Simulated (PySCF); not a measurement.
BeF₂, charge +1, quartet, geometry from GFN2-xTB of the parent state (such geometries of metal compounds can be far from the true shape) (a state made from the parent by changing its charge; the spin is typed, not shown lowest); PySCF with PBE0/def2-SVP.

Input for PySCF:
```python
from pyscf import gto, scf, dft

mol = gto.Mole()
mol.atom = '''
    Be   -0.339317    0.411648   -0.785510
    F     1.035833   -0.108835   -0.249415
    F    -0.885025   -0.074120    0.598531
'''
mol.basis = 'def2-svp'
mol.charge = 1
mol.spin = 3
mol.verbose = 5
mol.build()

mf = dft.UKS(mol)
mf.xc = 'pbe0'
mf.kernel()
```

**Question.** Write the output that PySCF gives for this input, abridged.

**Answer.** 
```
PySCF version 2.14.0

[INPUT] verbose = 5
[INPUT] max_memory = 4000
[INPUT] num. atoms = 3
[INPUT] num. electrons = 21
[INPUT] charge = 1
[INPUT] spin (= nelec alpha-beta = 2S) = 3
[INPUT] symmetry False subgroup None
[INPUT] Mole.unit = angstrom
[INPUT] Symbol           X                Y                Z      unit          X                Y                Z       unit  Magmom
[...]
[INPUT] ---------------- BASIS SET ----------------
[INPUT] l, kappa, [nprim/nctr], expnt,             c_1 c_2 ...
[INPUT] F
[...]
                                435.4193912       -0.039904258866
                                98.843328866      -0.17912768038
                                27.485198001      -0.46758090825
                                8.5405498171      -0.4465313102
[...]
                                4.9872339257      -0.23754317067
                                1.3491613954      -0.51287353587
[...]
[INPUT] Be
[...]
                                77.511037595      0.041190068062
                                17.552481693      0.17913378108
                                4.8028940596      0.44736716455
                                1.4516214316      0.4200958192
[...]
                                0.71695694366     -0.16877854032
                                0.1954193286      -0.51403419628
[...]
nuclear repulsion = 44.7562957692369
number of shells = 17
number of NR pGTOs = 67
number of NR cGTOs = 37
basis = def2-svp
ecp = {}

******** <class 'pyscf.dft.uks.UKS'> ********
method = UKS
initial guess = minao
damping factor = 0
level_shift factor = 0
DIIS = <class 'pyscf.scf.diis.CDIIS'>
diis_start_cycle = 1
diis_space = 8
diis_damp = 0
SCF conv_tol = 1e-09
SCF conv_tol_grad = None
SCF max_cycles = 50
direct_scf = True
direct_scf_tol = 1e-13
number electrons alpha = 12  beta = 9
XC library pyscf.dft.libxc version 7.1.2
    S. Lehtola, C. Steigemann, M. J. T. Oliveira, and M. A. L. Marques,  SoftwareX 7, 1–5 (2018)
XC functionals = pbe0
    C. Adamo and V. Barone,  J. Chem. Phys. 110, 6158 (1999)
    M. Ernzerhof and G. E. Scuseria,  J. Chem. Phys. 110, 5029 (1999)
radial grids:
    Treutler-Ahlrichs [JCP 102, 346 (1995); DOI:10.1063/1.469408] (M4) radial grids

becke partition: Becke, JCP 88, 2547 (1988); DOI:10.1063/1.454033
pruning grids: <function nwchem_prune>
grids dens level: 3
symmetrized grids: False
atomic radii adjust function: <function treutler_atomic_radii_adjust>
small_rho_cutoff = 0
Set gradient conv threshold to 3.16228e-05
atom Be rad-grids = 75, ang-grids = [ 50  50  50  50  50  50  50  50  50  50  50  50  50  50  50  50  50  50
  50  50  50  50  50  50  86  86  86  86  86  86  86  86  86  86 266 266
 266 266 266 266 302 302 302 302 302 302 302 302 302 302 302 302 302 302
 302 302 302 302 302 302 302 266 266 266 266 266 266 266 266 266 266 266
 266 266 266]
atom F rad-grids = 75, ang-grids = [ 50  50  50  50  50  50  50  50  50  50  50  50  50  50  50  50  50  50
  50  50  50  50  86  86  86  86  86  86  86  86  86 266 266 266 266 266
 266 302 302 302 302 302 302 302 302 302 302 302 302 302 302 302 302 302
 302 302 266 266 266 266 266 266 266 266 266 266 266 266 266 266 266 266
 266 266 266]
tot_boxes 1320, boxes in each direction [10  8  9]
Padding 2 grids
tot grids = 42248
nelec by numeric integration = [10.98486573 10.98486573]
E1 = -385.4163628401222  E2 = 126.66194154626291  Ecoul = 149.9141654564966  Exc = -23.252223910233678
init E= -213.998125524622
cond(S) = 60.473774560941486

  alpha mo_energy =
[-2.49381777e+01 -2.49380563e+01 -4.09201114e+00 -1.32555832e+00
 -1.26760943e+00 -6.14599748e-01 -5.55924763e-01 -5.50362930e-01
 -5.46340855e-01 -5.12048530e-01 -4.76968195e-01 -1.53026442e-01
 -1.49922509e-02  3.63996027e-02  6.28000154e-02  1.37715145e-01
  1.98433305e-01  2.65647048e-01  3.51267321e-01  9.78254659e-01
  1.09611344e+00  1.12068430e+00  1.12184478e+00  1.20644978e+00
  1.27146660e+00  1.49042814e+00  1.61545973e+00  2.93552481e+00
  2.93939048e+00  2.94989622e+00  2.95470149e+00  2.95565146e+00
  2.96113166e+00  2.97247955e+00  3.00258603e+00  3.03300964e+00
  3.09611927e+00]
  beta  mo_energy =
[-2.49381777e+01 -2.49380563e+01 -4.09201114e+00 -1.32555832e+00
 -1.26760943e+00 -6.14599748e-01 -5.55924763e-01 -5.50362930e-01
 -5.46340855e-01 -5.12048530e-01 -4.76968195e-01 -1.53026442e-01
 -1.49922509e-02  3.63996027e-02  6.28000154e-02  1.37715145e-01
  1.98433305e-01  2.65647048e-01  3.51267321e-01  9.78254659e-01
  1.09611344e+00  1.12068430e+00  1.12184478e+00  1.20644978e+00
  1.27146660e+00  1.49042814e+00  1.61545973e+00  2.93552481e+00
  2.93939048e+00  2.94989622e+00  2.95470149e+00  2.95565146e+00
  2.96113166e+00  2.97247955e+00  3.00258603e+00  3.03300964e+00
  3.09611927e+00]
multiplicity <S^2> = 3.75  2S+1 = 4
nelec by numeric integration = [12.00004951  9.00002856]
E1 = -375.75133640331046  E2 = 117.67010667619797  Ecoul = 140.4084395462668  Exc = -22.738332870068827
cycle= 1 E= -213.324933957876  delta_E= 0.673  |g|= 0.269  |ddm|= 1.36

  alpha mo_energy =
[-2.54799434e+01 -2.54796507e+01 -4.52441834e+00 -1.77711112e+00
 -1.74040226e+00 -1.08545135e+00 -1.03990134e+00 -1.01748581e+00
 -1.01745880e+00 -1.00484733e+00 -9.93329068e-01 -4.73059849e-01
 -3.19648776e-01 -2.37960791e-01 -1.95035007e-01 -8.13668528e-02
 -5.45728906e-02 -2.67380814e-02 -3.72989106e-03  5.66945135e-01
  6.98702982e-01  7.20345363e-01  7.75700796e-01  8.65218792e-01
  8.92426782e-01  1.09561722e+00  1.19399030e+00  2.48222081e+00
  2.48369221e+00  2.48614414e+00  2.50518006e+00  2.50564150e+00
  2.51187745e+00  2.53405746e+00  2.55663787e+00  2.58251344e+00
  2.66104899e+00]
  beta  mo_energy =
[-2.54495974e+01 -2.54493141e+01 -4.51198119e+00 -1.68726724e+00
 -1.64347782e+00 -1.00253274e+00 -9.67237582e-01 -9.18826380e-01
 -8.90669466e-01 -8.00551984e-01 -7.68616440e-01 -3.30720709e-01
 -2.67512447e-01 -1.89542813e-01 -1.57578378e-01 -4.01171795e-02
 -2.53251490e-02  5.25422772e-03  3.18528415e-02  6.27184458e-01
[...]
 -3.46218971e-02 -1.10310377e-04  3.93122123e-02  6.23875728e-01
  7.50568165e-01  7.72544923e-01  8.18564035e-01  9.07803791e-01
  9.43179140e-01  1.15337567e+00  1.25707141e+00  2.54821163e+00
  2.54863984e+00  2.55069720e+00  2.57086299e+00  2.57124977e+00
  2.57840818e+00  2.60067004e+00  2.62421693e+00  2.65018844e+00
  2.72872740e+00]
  beta  mo_energy =
[-2.52797449e+01 -2.52797223e+01 -4.44282769e+00 -1.60548176e+00
 -1.56058231e+00 -9.30089062e-01 -8.91307532e-01 -8.39313575e-01
 -8.11616238e-01 -7.17323387e-01 -6.81628784e-01 -2.90412839e-01
 -2.29373465e-01 -1.55684868e-01 -1.33751195e-01 -1.37592252e-02
 -5.39667040e-03  3.58961806e-02  7.56446570e-02  6.91676157e-01
  8.21345502e-01  8.41767193e-01  8.54756581e-01  9.43116044e-01
  9.96716869e-01  1.18793284e+00  1.31127666e+00  2.61819579e+00
  2.62398511e+00  2.63537628e+00  2.64722051e+00  2.64777889e+00
  2.65473910e+00  2.65547721e+00  2.68796097e+00  2.71900625e+00
  2.77983567e+00]
multiplicity <S^2> = 3.7615464  2S+1 = 4.005769
nelec by numeric integration = [12.00005345  9.00002802]
E1 = -377.52209862478895  E2 = 119.40064724801215  Ecoul = 142.3925782005462  Exc = -22.991930952534066
cycle= 11 E= -213.36515560754  delta_E= -4.66e-08  |g|= 3.39e-05  |ddm|= 0.00082

  alpha mo_energy =
[-2.53176308e+01 -2.53176037e+01 -4.45934152e+00 -1.70141973e+00
 -1.66492620e+00 -1.01565875e+00 -9.70315879e-01 -9.46421951e-01
 -9.44520355e-01 -9.30187312e-01 -9.20698701e-01 -4.53268014e-01
 -2.87992824e-01 -2.08759470e-01 -1.69829326e-01 -6.05925872e-02
 -3.46196791e-02 -1.07913609e-04  3.93162080e-02  6.23864636e-01
  7.50564688e-01  7.72541232e-01  8.18567540e-01  9.07807657e-01
  9.43166337e-01  1.15337311e+00  1.25707215e+00  2.54821852e+00
  2.54864126e+00  2.55069190e+00  2.57084561e+00  2.57123431e+00
  2.57839274e+00  2.60066682e+00  2.62422626e+00  2.65018361e+00
  2.72872923e+00]
  beta  mo_energy =
[-2.52797611e+01 -2.52797378e+01 -4.44281631e+00 -1.60548817e+00
 -1.56058890e+00 -9.30110694e-01 -8.91314466e-01 -8.39300486e-01
 -8.11621337e-01 -7.17328946e-01 -6.81635566e-01 -2.90409418e-01
 -2.29370412e-01 -1.55682561e-01 -1.33750796e-01 -1.37600621e-02
 -5.39559321e-03  3.58964353e-02  7.56461541e-02  6.91675707e-01
  8.21341598e-01  8.41763105e-01  8.54752145e-01  9.43110859e-01
  9.96719274e-01  1.18792813e+00  1.31126705e+00  2.61818893e+00
  2.62397847e+00  2.63537371e+00  2.64721678e+00  2.64777457e+00
  2.65473602e+00  2.65547118e+00  2.68795617e+00  2.71899926e+00
  2.77983253e+00]
multiplicity <S^2> = 3.7615448  2S+1 = 4.0057683
nelec by numeric integration = [12.00005345  9.00002802]
E1 = -377.52226285374354  E2 = 119.40081147072218  Ecoul = 142.3927641257089  Exc = -22.991952654986733
cycle= 12 E= -213.365155613784  delta_E= -6.24e-09  |g|= 1.21e-05  |ddm|= 0.000269

  alpha mo_energy =
[-2.53176228e+01 -2.53175952e+01 -4.45933638e+00 -1.70141527e+00
 -1.66492173e+00 -1.01565287e+00 -9.70312078e-01 -9.46418054e-01
 -9.44517822e-01 -9.30181344e-01 -9.20695579e-01 -4.53266484e-01
 -2.87990457e-01 -2.08757604e-01 -1.69827953e-01 -6.05908012e-02
 -3.46180426e-02 -1.05928646e-04  3.93194170e-02  6.23866539e-01
  7.50567437e-01  7.72543933e-01  8.18570749e-01  9.07810927e-01
  9.43167811e-01  1.15337675e+00  1.25707642e+00  2.54822365e+00
  2.54864549e+00  2.55069510e+00  2.57084722e+00  2.57123624e+00
  2.57839480e+00  2.60067069e+00  2.62423187e+00  2.65018733e+00
  2.72873390e+00]
  beta  mo_energy =
[-2.52797535e+01 -2.52797298e+01 -4.44281041e+00 -1.60548473e+00
 -1.56058547e+00 -9.30110386e-01 -8.91312058e-01 -8.39294175e-01
 -8.11617812e-01 -7.17325139e-01 -6.81631756e-01 -2.90405820e-01
 -2.29367347e-01 -1.55679828e-01 -1.33749172e-01 -1.37588239e-02
 -5.39442196e-03  3.58986063e-02  7.56494875e-02  6.91679399e-01
  8.21344451e-01  8.41765934e-01  8.54753911e-01  9.43112478e-01
  9.96722900e-01  1.18793072e+00  1.31126937e+00  2.61819166e+00
  2.62398129e+00  2.63537716e+00  2.64722021e+00  2.64777788e+00
  2.65473954e+00  2.65547400e+00  2.68795929e+00  2.71900225e+00
  2.77983593e+00]
multiplicity <S^2> = 3.7615445  2S+1 = 4.0057681
nelec by numeric integration = [12.00005345  9.00002802]
E1 = -377.52221950205706  E2 = 119.40076811868911  Ecoul = 142.392713892183  Exc = -22.991945773493875
cycle= 13 E= -213.365155614131  delta_E= -3.47e-10  |g|= 1.26e-05  |ddm|= 4.91e-05

  alpha mo_energy =
[-2.53176325e+01 -2.53175865e+01 -4.45933723e+00 -1.70141545e+00
 -1.66492190e+00 -1.01565305e+00 -9.70312322e-01 -9.46418286e-01
 -9.44517982e-01 -9.30181451e-01 -9.20695818e-01 -4.53266739e-01
 -2.87990639e-01 -2.08757798e-01 -1.69828017e-01 -6.05909272e-02
 -3.46181948e-02 -1.06152641e-04  3.93191736e-02  6.23866392e-01
  7.50567279e-01  7.72543782e-01  8.18570681e-01  9.07810866e-01
  9.43167695e-01  1.15337664e+00  1.25707628e+00  2.54822345e+00
  2.54864537e+00  2.55069503e+00  2.57084708e+00  2.57123610e+00
  2.57839469e+00  2.60067058e+00  2.62423173e+00  2.65018722e+00
  2.72873376e+00]
  beta  mo_energy =
[-2.52797630e+01 -2.52797212e+01 -4.44281125e+00 -1.60548488e+00
 -1.56058560e+00 -9.30110644e-01 -8.91312324e-01 -8.39294255e-01
 -8.11617888e-01 -7.17325217e-01 -6.81631818e-01 -2.90405957e-01
 -2.29367577e-01 -1.55679947e-01 -1.33749220e-01 -1.37589645e-02
 -5.39462885e-03  3.58984056e-02  7.56492605e-02  6.91679310e-01
  8.21344346e-01  8.41765840e-01  8.54753842e-01  9.43112401e-01
  9.96722780e-01  1.18793047e+00  1.31126917e+00  2.61819149e+00
  2.62398114e+00  2.63537703e+00  2.64722011e+00  2.64777780e+00
  2.65473947e+00  2.65547385e+00  2.68795913e+00  2.71900214e+00
  2.77983577e+00]
multiplicity <S^2> = 3.7615446  2S+1 = 4.0057681
nelec by numeric integration = [12.00005345  9.00002802]
E1 = -377.52222141085565  E2 = 119.4007700288379  Ecoul = 142.39271620596642  Exc = -22.991946177128526
Extra cycle  E= -213.365155612781  delta_E= 1.35e-09  |g|= 6.81e-05  |ddm|= 5.36e-05
converged SCF energy = -213.365155612781  <S^2> = 3.7615446  2S+1 = 4.0057681
```
